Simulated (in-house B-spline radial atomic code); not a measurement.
The numbers below are computed, except where a source is named.
# Making a Troullier-Martins p channel for Co, r_c = 0.68 bohr

Co, [Ar] 3d7 4s2, non-relativistic PBE, spherical and spin-unpolarised, from an all-electron radial atomic-structure program (B-spline basis) (atomic units). The all-electron 3p level is ε = -2.392450 hartree, its outermost node lies just inside 0.29 bohr and its outer maximum at 0.68 bohr.

Inside r_c the pseudo-orbital is u(r) = r^2 exp(p(r)), with p = c0 + c2 r² + c4 r⁴ + … + c12 r¹². The seven coefficients follow from p and its first four derivatives at r_c, from zero curvature of the screened potential at the origin, c4 = −c2²/(2l + 5), and from the norm inside r_c. At r_c the all-electron orbital has P = 1.19173, P' = 0.01421013, the screened potential V = -8.577089, V' = 27.34907, V'' = -111.5526, and the norm inside is Q = 0.3647005.

Task: What are p, p' and p'' at r_c?

Result: p = ln(P/r_c^2) = ln(1.19173/0.4624) = 0.94673. p' = P'/P − 2/r_c = 0.01192 − 2.94118 = -2.92925. The radial equation gives p'' = 2(V − ε) − 2(2) p'/r_c − p'² = -12.36928 − (-17.23090) − 8.58052 = -3.71890. Differentiating, p''' = 2V' + 2(2)p'/r_c² − 2(2)p''/r_c − 2p'p'' = 29.447, and p'''' = 2V'' − 4(2)p'/r_c³ + 4(2)p''/r_c² − 2(2)p'''/r_c − 2p''² − 2p'p''' = -241.28.

For a trial c2 the five matching conditions are linear in c0, c6, c8, c10 and c12, and c2 is varied until the norm inside r_c equals Q. The root nearest zero gives:

```tsv
n	c_n
0	1.838699
2	-1.69719
4	-0.4114932
6	2.833031
8	-18.16275
10	35.02293
12	-21.41457
```

Task: Check c4 and p(r_c), and find the screened pseudopotential at the origin.

Result: −c2²/7 = -0.411493, as listed. The terms c_n r_c^n are 1.83870, -0.78478, -0.08798, 0.28009, -0.83033, 0.74036, -0.20932, which sum to 0.94673. Inverting the radial equation, V_l(r) = ε + 2 p'/r + (p'' + p'²)/2, so V_l(0) = ε + (2l + 3) c2 = -2.39245 + 5 × (-1.69719) = -10.8784 hartree, finite where the all-electron potential diverges.

Orbitals and screened potentials:

```
r (bohr)         P        u  V all-electron  V pseudo
   0.068   -0.4039  0.02885          -311.9    -10.88
    0.17   -0.5751    0.173          -93.87    -10.83
   0.272  -0.08135   0.4097          -46.23     -10.7
   0.374    0.4987   0.6899          -27.05    -10.72
   0.476    0.9142   0.9526          -17.54    -11.05
   0.578     1.131    1.133          -12.06    -10.82
    0.68     1.192    1.192          -8.577    -8.577
```

Logarithmic derivatives P'/P at R = 0.98 bohr, for energies E around ε:

| E − ε (hartree) | all-electron | pseudo |
| --- | --- | --- |
| -0.5 | -0.572093 | -0.572709 |
| -0.25 | -0.912282 | -0.912482 |
| -0.1 | -1.13668 | -1.13674 |
| 0 | -1.296 | -1.29603 |
| 0.1 | -1.46393 | -1.464 |
| 0.25 | -1.73384 | -1.73412 |
| 0.5 | -2.24017 | -2.24144 |

Task: With P(R) = 0.9433688 and a norm of 0.7275202 inside R, what slope in energy does norm conservation fix?

Result: d(P'/P)/dE = −2 × (norm inside R)/P(R)² = -1.6350 per hartree·bohr at E = ε, for both atoms, since orbital and norm agree at R. Differences over ±0.1 hartree give -1.6363 (all-electron) and -1.6363 (pseudo), which also hold third-order terms. Half a hartree below ε the two curves differ by -0.0006.
